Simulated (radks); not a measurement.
Spherical quantum dot in the effective-mass picture: electrons in a parabolic well V = omega^2 r^2 / 2 with omega = 0.082, all in effective atomic units (hartree* = m*/eps^2 hartree, bohr* = eps/m* bohr), one dielectric constant everywhere. Calculated with a radial shooting solver with Libxc functionals: non-relativistic Kohn-Sham, LDA (Slater exchange, Perdew-Wang correlation), spin-polarised, spherical densities. Levels are named by radial order and angular momentum (1s, 1p, 1d, 2s, ...), and open shells are averaged over m. Results are scaled to m* = 0.042 and eps = 16.8, for which hartree* = 4.049 meV and bohr* = 21.17 nm.

N = 17, configuration 1s2 1p6 1d(up 5, down 4). This is the lowest configuration that the search found (a dilute case). Occupied and some empty levels:

| level | occupation | eigenvalue (meV) | <r> (nm) |
|---|---|---|---|
| 1s up | 1 | 7.0961 | 178.0 |
| 1s down | 1 | 7.1028 | 175.9 |
| 1p up | 3 | 7.1699 | 209.2 |
| 1p down | 3 | 7.1784 | 208.8 |
| 1d up | 5 | 7.2645 | 227.7 |
| 1d down | 4 | 7.2733 | 227.9 |
| 2s up | 0 | 7.3138 | 170.8 |
| 2s down | 0 | 7.3173 | 172.0 |
| 1f up | 0 | 7.3792 | 241.6 |
| 1f down | 0 | 7.3879 | 241.9 |
| 2p up | 0 | 7.4692 | 193.4 |
| 2p down | 0 | 7.4737 | 193.3 |

Energy (meV): total 72.9097, kinetic 2.9012, external 25.530, Hartree 51.996, exchange-correlation -7.5176.

Electron density:

| r (nm) | n(r) (e/nm^3) |
|---|---|
| 8.89 | 7.781e-08 |
| 31.2 | 8.243e-08 |
| 53.6 | 9.277e-08 |
| 75.9 | 1.095e-07 |
| 98.3 | 1.326e-07 |
| 121 | 1.602e-07 |
| 143 | 1.889e-07 |
| 165 | 2.128e-07 |
| 188 | 2.238e-07 |
| 210 | 2.138e-07 |
| 232 | 1.794e-07 |
| 255 | 1.282e-07 |
| 277 | 7.511e-08 |
| 299 | 3.563e-08 |
| 322 | 1.332e-08 |
| 344 | 3.940e-09 |
| 366 | 9.348e-10 |
| 389 | 1.749e-10 |
| 411 | 2.666e-11 |
| 434 | 3.195e-12 |
